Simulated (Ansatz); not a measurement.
Ideal-gas functions of `[OH][Al]1[CH]=[C]1F` at 600 K and 1 bar, from an Ansatz frequency run at PBE0-D4/def2-TZVP.

Molar mass 88.02 g/mol, point group Cs (symmetry number 1), electronic degeneracy 1, moments of inertia 31.402, 239.197, 270.599 u Å². Harmonic wavenumbers (cm⁻¹, unscaled): 171, 172, 235, 364, 386, 541, 585, 667, 901, 955, 1044, 1229, 1515, 3168, 3977.

Use S(trans) = R[1.5 ln M + 2.5 ln T − 1.1517]; rotational temperatures θ = 24.2544 K / I; S(rot) = R[ln(√π/σ · √(T³/θAθBθC)) + 1.5]; for each mode x = 1.438777 ν̃/T, S = R[x/(eˣ − 1) − ln(1 − e⁻ˣ)] and H = RT x/(eˣ − 1); 1 cm⁻¹ = 0.0119627 kJ/mol; R = 8.31446 J/(mol·K).

Task: By hand: the entropy, in J/(mol·K).

Result: Translation 179.2. Rotation: θ = 0.7724, 0.1014, 0.0896 K, giving 117.6. Vibration, mode by mode: 15.78, 15.74, 13.19, 9.70, 9.25, 6.71, 6.15, 5.24, 3.36, 3.03, 2.56, 1.81, 1.04, 0.04, 0.01, in all 93.6. Electronic 0.0. Sum 390.4 J/(mol·K).

Task: By hand: H − E and G − E in kJ/mol, counted from the electronic energy.

Result: Zero-point energy ½ × 15910 × 0.0119627 = 95.2; thermal vibration 29.8; translation, rotation and pV give 4 RT = 20.0. H − E = 145.0 kJ/mol, and G − E = 145.0 − 600 × 390.4/1000 = -89.2 kJ/mol.

Vibration gives 24 % of the entropy. The sum counts one conformer and one mirror image; others add a mixing term.
